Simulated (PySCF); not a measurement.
**Dipole response of In²⁺ (indium, charge +2)**

[Kr] 4d9 5s1 5p1, one real determinant (an excited configuration). Calculation: PySCF 2.14, in x2c-QZVPPall with one added diffuse shell each of s, p, d, f type (14s10p8d5f1g, 128 functions); the spin-free X2C one-electron Hamiltonian (Gaussian nucleus). Coupled (time-dependent) response in atomic units; α is the mean over directions.

```json
{"method": "UHF", "mean α (bohr³)": "16.49", "α xx, yy, zz": "17.42, 17.42, 14.63", "C₆ (like pair)": "95.08", "S(−4)": "112.9"}
```

S(−4) is the Cauchy moment in α(ω) = α(0) + S(−4) ω² + …

Spin-orbit coupling is absent.

α(iu) at UHF:

| u (hartree) | α(iu) (bohr³) |
| --- | --- |
| 0 | 16.49 |
| 0.0500 | 16.21 |
| 0.100 | 15.45 |
| 0.200 | 13.10 |
| 0.300 | 10.65 |
| 0.500 | 7.146 |
| 0.750 | 4.856 |
| 1.00 | 3.648 |
| 1.50 | 2.413 |
| 2.00 | 1.765 |
| 3.00 | 1.077 |
| 5.00 | 0.5198 |

A single London oscillator, α(iu) = α/(1 + u²/ω²), gives C₆ = (3/4) ω α². Matching the computed C₆ needs ω = 4 × 95.08 / (3 × 16.49²) = 0.466 hartree.

For an ion, C₆ is the dispersion term alone; charge-induced terms of lower order in 1/R come first.

The components differ because the open shell of this determinant is not spherical; for a pure term their mean is the scalar polarisability.

⟨L²⟩ = 8.05 against 12 for a pure F term, so this real determinant mixes terms.
